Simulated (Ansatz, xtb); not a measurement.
## Relative energy of two isomers of C2H8SSeSi

We compare I, `CC[Se][SiH2]S`, a singlet, with II, `CS[SiH2][Se]C`, a singlet. Both are isolated molecules in the gas phase, relaxed with B3LYP-D3(BJ)/def2-SVP, each in the lowest conformer that the search found.

Quicker runs give these differences E(II) − E(I): GFN2-xTB +22.6 kJ/mol; HF/STO-3G −5.5 kJ/mol (at GFN2-xTB geometries); r2SCAN-D4/def2-SVP +35.4 kJ/mol (at GFN2-xTB geometries).

Question: Which of the two would you expect CCSD(T)/def2-SVP + ΔMP2/def2-TZVPP electronic energies to favour?

Answer: Structure I; the calculation gives E(II) − E(I) = +22.6 kJ/mol.

The same difference at several levels:

```
                             level               geometry  E(II) − E(I) (kJ/mol)  departure from the last row (kJ/mol)  job, with rough time for the two
                          GFN2-xTB               GFN2-xTB                   +22.6                                   0.0              optimisation, 0.48 s
                         HF/STO-3G               GFN2-xTB                    −5.5                                 −28.2              single point, 0.46 s
                r2SCAN-D4/def2-SVP               GFN2-xTB                   +35.4                                 +12.7               single point, 4.3 s
             B3LYP-D3(BJ)/def2-SVP  B3LYP-D3(BJ)/def2-SVP                   +27.4                                  +4.8                optimisation, 92 s
                       HF/def2-SVP  B3LYP-D3(BJ)/def2-SVP                   +27.7                                  +5.1           part of the CCSD(T) run
                      MP2/def2-SVP  B3LYP-D3(BJ)/def2-SVP                   +34.0                                 +11.4           part of the CCSD(T) run
                  CCSD(T)/def2-SVP  B3LYP-D3(BJ)/def2-SVP                   +33.6                                 +11.0                      single point
CCSD(T)/def2-SVP + ΔMP2/def2-TZVPP  B3LYP-D3(BJ)/def2-SVP                   +22.6                                                      single point, 63 s
```

As drawn, II has 1 C–S, 1 C–H in place of 1 C–C, 1 S–H.

HF/STO-3G puts the two in the other order. The largest departure from CCSD(T)/def2-SVP + ΔMP2/def2-TZVPP is that of HF/STO-3G, 28.2 kJ/mol. The last row adds to CCSD(T) the change of the MP2 difference between the two basis sets, here −11.0 kJ/mol.

With thermal terms from frequencies at re-optimised GFN2-xTB minima (ideal gas, soft modes damped towards free rotors, one conformer each, 298.15 K, 1 atm): the zero-point term adds +3.0 kJ/mol; ΔH is +26.5 and ΔG +23.6 kJ/mol.

The correlated steps freeze 21 core orbitals; the filled d shell of Se is correlated, in a basis made for valence electrons. Run with Ansatz 0.2.0, xtb 6.7.1; the last row on 4 threads of Arm Neoverse V1 on a shared host.
